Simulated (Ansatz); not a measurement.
C3H4Si, SMILES `[SiH2]=C1C=C1` (charge 0, multiplicity 1).

The numbers are results of frozen-core CCSD(T)/6-31g // B3LYP-D3(BJ)/def2-TZVP run with Ansatz (a program for electronic structure), not measurements.

Ansatz 0.2 input:
```yaml
crystal:
  periodic: [false, false, false]
  atoms:
    - { symbol: Si, position_ang: [1.049176, -0.82984, 1.137792] }
    - { symbol: C, position_ang: [-0.021082, 0.017534, -0.005966] }
    - { symbol: C, position_ang: [-0.474853, 1.230457, -0.610391] }
    - { symbol: C, position_ang: [-1.321874, 0.231655, -0.55779] }
    - { symbol: H, position_ang: [0.868777, -2.286715, 0.901296] }
    - { symbol: H, position_ang: [2.44216, -0.431119, 0.803765] }
    - { symbol: H, position_ang: [-0.247075, 2.241598, -0.897947] }
    - { symbol: H, position_ang: [-2.295227, -0.173568, -0.77076] }
basis:
  gaussian: { orbitals: "6-31g" }
correlation:
  method: ccsd_t
```

Output:

```
Functional definition: HF
649 factors; integrals over basis functions are off by at most 2.2e-4 eV
mean field evaluation 1: about -11008.0503 eV, gradient 1.8e1 eV
mean field evaluation 2: about -11008.0597 eV, gradient 1.7e1 eV
mean field evaluation 4: about -11009.3321 eV, gradient 2.8e0 eV
mean field evaluation 8: about -11009.3583 eV, gradient 1.0e-2 eV
mean field evaluation 16: about -11009.3485 eV, gradient 4.1e-1 eV
mean field -11009.35829047 eV, -404.5864547636 hartree, gradient 1.5e-6 eV, S^2 0.000000; 0 other end points of the search recorded, 0 dependent functions left out; unrestricted orbitals would lower it
8 core orbitals not correlated
reference -11009.35829047 eV, -404.5864547636 hartree; 10, 10 occupied and 30, 30 virtual orbitals, 649 factors
second order -8.51667355 eV of doubles, -0.00000000 eV of singles
cycle   1  -8.96256345 eV  change   -4.5e-1 eV  update   1.1e-1
cycle   2  -9.38608055 eV  change   -4.2e-1 eV  update   4.3e-2
cycle   3  -9.52507849 eV  change   -1.4e-1 eV  update   2.9e-2
cycle   4  -9.52521980 eV  change   -1.4e-4 eV  update   1.2e-2
cycle   5  -9.52679286 eV  change   -1.6e-3 eV  update   4.7e-3
cycle   6  -9.52489312 eV  change    1.9e-3 eV  update   1.1e-3
cycle   7  -9.52452926 eV  change    3.6e-4 eV  update   3.2e-4
cycle   8  -9.52462244 eV  change   -9.3e-5 eV  update   1.2e-4
cycle   9  -9.52462993 eV  change   -7.5e-6 eV  update   3.7e-5
cycle  10  -9.52460758 eV  change    2.2e-5 eV  update   1.4e-5
perturbative correction -0.39965645 eV, -0.0146871038 hartree
Total energy: -11019.28255450 eV, -404.9511647400 hartree
```
